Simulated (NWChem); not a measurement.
Species: MoS₂ClF; SMILES [F][Mo](=[S])(=[S])[Cl]

Results from NWChem. Medium grid unless said otherwise, to which SCAN and Minnesota functionals are sensitive. The geometry was optimised at PBE0/def2-SVP. def2 effective core potentials on Mo; no spin-orbit coupling.

### Question
Order these by “highest occupied level (eV)”, lowest first: B97-2/def2-SVP; PW6B95/def2-SVP; RPBE/def2-SVP.

### Answer
PW6B95/def2-SVP (-7.91), B97-2/def2-SVP (-7.67), RPBE/def2-SVP (-6.66)
